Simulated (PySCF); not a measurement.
Labels have come off several samples. The candidates:

A. `InChI=1S/C7H9PSi/c1-2-6-5-7(9)3-4-8-6/h2-5H,1H2,9H3`
B. `C=PC(C)(C)CC`
C. `C/C=P\CC(C)C`

Spectrum 1. ¹³C{¹H} NMR (computed): δ 175.4 (CH2), 46.8 (C), 38.7 (CH2), 28.5 (CH3), 14.0 (CH3).

Spectrum 2. ¹³C{¹H} NMR (computed): δ 198.4 (CH), 44.1 (CH2), 30.4 (CH), 26.2 (CH3), 21.9 (CH3).

Spectrum 3. ¹³C{¹H} NMR (computed): δ 176.4 (C), 163.4 (CH), 148.5 (CH), 146.6 (CH), 143.5 (CH), 137.9 (C), 121.5 (CH2).

- coordinates at the GFN2-xTB level
- PBE0/pcSseg-1 with gauge-including orbitals
- run in PySCF 2.14
- non-relativistic, in vacuum, one computed conformer, equivalent nuclei averaged

Shifts are taken against calculated references (same method and geometry level): ¹³C (186.93 ppm) vs TMS. Splittings of carbon signals by F and P are missing where no couplings were computed. Shifts are as computed. Against solution values, carbons near 30 ppm lie about +3 ppm off and those near 130 ppm about +5 ppm. Of 1211 compounds with measured shifts, 218 miss one by over three times the rms of a fit or turn the order of signals round; such compounds aren't used in these exercises.

Problem. Match each spectrum to its structure.

Solution. 1–B, 2–C, 3–A.

- Spectrum 1 (B): 5 ¹³C signals; δC 38.7 is an sp3 CH2; δC 28.5 is a methyl carbon.
- Spectrum 2 (C): 5 ¹³C signals; δC 30.4 is an sp3 CH; δC 26.2 is a methyl carbon.
- Spectrum 3 (A): 7 ¹³C signals; δC 148.5 is an alkene CH; δC 121.5 is a terminal =CH2 carbon.
